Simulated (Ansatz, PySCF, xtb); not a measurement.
HF (SMILES F) and C3H8 (SMILES CCC) are pulled apart as rigid monomers along the line of their centres of mass, from the B3LYP-D3(BJ)/def2-TZVP minimum. Starting geometry (charge 0, multiplicity 1):
```xyz
13

F     -0.362     0.091     0.369
H     -0.498     0.356     1.248
C      0.796    -1.092     3.546
C      0.057    -0.045     4.374
C     -0.756     0.922     3.518
H      1.369    -1.770     4.180
H      0.100    -1.696     2.958
H      1.494    -0.623     2.847
H      0.774     0.522     4.974
H     -0.610    -0.543     5.084
H     -1.281     1.665     4.120
H     -0.106     1.477     2.832
H     -1.520     0.388     2.943
```

Interaction energies with rigid monomers; basis-set methods are counterpoise corrected unless marked otherwise.

Rows in 6-311+G**, 6-31G* carry no dispersion term and start afresh at each structure (6-31G* with six Cartesian d functions).

Programs: Ansatz (a first-principles code) with Gaussian orbitals; PySCF for 6-311+G** rows, 6-31G* rows; xtb for the GFN methods. Values without a source in brackets are computed.

```tsv
H2···C5 (Å)	GFN2-xTB (kcal/mol)	B3LYP/6-311+G** (no counterpoise) (kcal/mol)	PBE0/def2-TZVPPD (kcal/mol)	M06-2X/6-31G* (no counterpoise) (kcal/mol)	wB97X-V/def2-TZVPPD (kcal/mol)
2.14	-2.41	-0.50	-1.27	-2.91	-1.69
2.35	-2.64	[?]	-1.76	-2.97	[?]
2.69	-2.00	-1.22	-1.50	-2.14	-1.90
3.25	-0.97	-0.64	-0.78	-1.00	-0.99
4.16	-0.33	-0.21	-0.24	-0.27	-0.30
```

Question: What belongs in the gaps?

Answer: 
- 2.35, wB97X-V/def2-TZVPPD (kcal/mol): -2.23
- 2.35, B3LYP/6-311+G** (no counterpoise) (kcal/mol): -1.26
